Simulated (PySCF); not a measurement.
**Electronic structure of Ar⁺ (argon, charge +1) at the PW91 level**

Configuration: [Ne] 3s2 3p4 4s1, high-spin 4P determinant (an excited configuration). Computed with PySCF 2.14 in dyall-av3z (19s12p3d2f, 84 functions), with scalar relativity by spin-free X2C-1e.

```
Total energy                                                  : -528.1836 hartree
One-electron energy                                           : -717.2512 hartree
Hartree (Coulomb) energy                                      : 219.4987 hartree
Exchange-correlation energy                                   : -30.4311 hartree
⟨S²⟩                                                          : 3.7526
⟨L²⟩                                                          : 2.043
Sum of ⟨r⟩                                                    : 15.62 bohr
Sum of ⟨r²⟩                                                   : 31.85 bohr²
Traceless quadrupole moment −½Σ⟨3z² − r²⟩ along its main axis : -0.324 e·bohr²
Langevin diamagnetic susceptibility                           : -25.2 ×10⁻⁶ cm³/mol
```

```
shell  electrons  mean orbital energy (hartree)  spread (hartree)  rms radius, mean of both spins (bohr)
 1s α          1                     -115.49186                 0                                 0.0993
 1s β          1                     -115.47375                 0                                 0.0993
 2s α          1                      -11.72770                 0                                  0.451
 2s β          1                      -11.71016                 0                                  0.451
 2p α          3                       -9.27365           0.03316                                  0.419
 2p β          3                       -9.25012           0.01437                                  0.419
 3s α          1                       -1.61997                 0                                   1.43
 3s β          1                       -1.51023                 0                                   1.43
 3p α          3                       -1.06449           0.06814                                   1.60
 3p β          1                       -0.97633                 0                                   1.60
 4s α          1                       -0.31673                 0                                   4.00
```

The outer electron is Rydberg-like, and this basis confines it to a smaller radius and binds it less than a complete one would.

Densities and radii are taken from the X2C orbitals without a picture-change correction, which distorts them close to the nucleus.
